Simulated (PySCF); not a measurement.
Molecule: MIBC, C6H14O, SMILES CC(C)CC(C)O. Atoms near the plane z = 0.0 Å, at the GFN2-xTB optimised geometry (x, y, z in Å): C1 (0.1, 2.5, 0.6), C2 (0.4, 1.0, 0.9), C4 (-0.4, 0.1, 0.0), C5 (0.1, -1.4, 0.0), H9 (-1.0, 2.7, 0.7), H10 (0.3, 2.7, -0.5), H11 (1.5, 0.9, 0.7), H15 (-0.4, 0.4, -1.0), H16 (-1.4, 0.1, 0.3), H17 (1.2, -1.4, 0.0).

Method: PBE0/def2-SVP (PySCF 2.14.0). Cells within 0.4 Å of a nucleus heavier than hydrogen are left out (blank, or x). The values are rescaled to run from 0 to 1.

```
|000000000000000000000000000|
|000000000000000000000000000|
|000000000000000000000000000|
|000000000000000000000000000|
|000000000110011000000000000|
|000000002663356300000000000|
|000000005886689720000000000|
|000000004897689720000000000|
|000000000365467400000000000|
|000000000000144101100000000|
|000000000000123368850000000|
|000000027764575489970000000|
|000000079996x66258730000000|
|000000189995x14000000000000|
|000000059986696110000000000|
|000000001214986899710000000|
|0000000000024xx999950000000|
|0000000000024x3999960000000|
|000000000000344689820000000|
|000000000000000012100000000|
|000000000000000000000000000|
|000000000000000000000000000|
|000000000000000000000000000|
|000000000000000000000000000|
|000000000000000000000000000|
|000000000000000000000000000|
|000000000000000000000000000|
```
Scale: ten equal steps from 0.000 (start of '0') to 1.00 (end of '9'), in the order '0123456789'; x runs from -5.50 to 5.50, y from -5.50 (bottom) to 5.50 (top).

Q: Which quantity is mapped?
A. Laplacian of the electron density
B. electron localisation function
C. electrostatic potential
D. log10 of the electron density

A: B, electron localisation function
